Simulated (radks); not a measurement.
The numbers below are computed, except where a source is named.
Q: The zirconium ion Zr12+ is in [Ar] 3d10. Level of theory: non-relativistic Kohn-Sham, PBE, spin-polarised, spherical densities, point nucleus (a radial shooting solver on a logarithmic mesh with Libxc functionals). Open shells are filled with parallel spins first. One electron is removed from 2p, 3d, 3s, 3p in turn, with full relaxation. Which removal costs least, and what does each cost?

A: 3d 429.29 eV; 3p 564.07 eV; 3s 638.40 eV; 2p 2473.6 eV. The 3d electron leaves first.
